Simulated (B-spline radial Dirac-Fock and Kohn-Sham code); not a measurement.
**Binding energies of Pd³⁺**

System: Pd³⁺, [Kr] 4d7, inside a Watson sphere of charge -3 and radius 2.7 Å (a model of the Madelung potential; inside it an electron's potential energy is raised by 16.0 eV); nuclear rms radius 4.5318 fm (A = 106).

Calculated with a radial B-spline solver, using relaxed Dirac-Fock hole states (ΔSCF) with Breit and QED corrections and a finite nucleus. The model has no electron correlation. Energies are counted from the vacuum level. Subshells whose hole state is unreliable or did not converge are left out.

All terms are in eV, carry their sign (relaxation lowers the binding energy) and add up to the binding energy; ⟨r⟩ is the mean radius of the orbital in the initial state.

| subshell | −ε (Koopmans) | relaxation | Gaunt | retardation | QED | binding energy | ⟨r⟩ (bohr) |
| --- | --- | --- | --- | --- | --- | --- | --- |
| K | 24519.7 | -60.51 | -52.70 | 4.05 | -24.48 | 24386.0 | 0.032 |
| L1 | 3685.7 | -31.24 | -4.53 | 0.23 | -2.94 | 3647.2 | 0.138 |
| L2 | 3409.5 | -34.40 | -8.23 | 0.91 | 0.26 | 3368.1 | 0.117 |
| L3 | 3249.3 | -33.45 | -5.89 | 1.06 | -0.06 | 3211.0 | 0.122 |
| M1 | 722.1 | -11.86 | -0.58 | 0.01 | -0.57 | 709.1 | 0.377 |
| M2 | 611.8 | -12.21 | -1.16 | 0.12 | 0.05 | 598.6 | 0.370 |
| M3 | 583.0 | -11.83 | -0.75 | 0.15 | -0.01 | 570.5 | 0.380 |
| M5 | 383.7 | -13.01 | -0.09 | 0.01 | 0.04 | 370.7 | 0.358 |
| N1 | 130.2 | -2.77 | -0.08 | 0.00 | -0.10 | 127.3 | 0.944 |
| N2 | 93.29 | -2.44 | -0.16 | 0.02 | 0.01 | 90.72 | 1.011 |
| N3 | 88.48 | -2.28 | -0.09 | 0.02 | 0.00 | 86.13 | 1.037 |
| N4,5 | 33.10 | -1.42 | 0.01 | 0.00 | 0.00 | 31.68 | 1.304 |

For the deepest level, K (1s), the Breit terms make up -0.199 % of the binding energy, QED -0.100 % and orbital relaxation -0.248 %.

Spin-orbit splittings: 2p 157.1 eV, 3p 28.10 eV, 4p 4.59 eV.
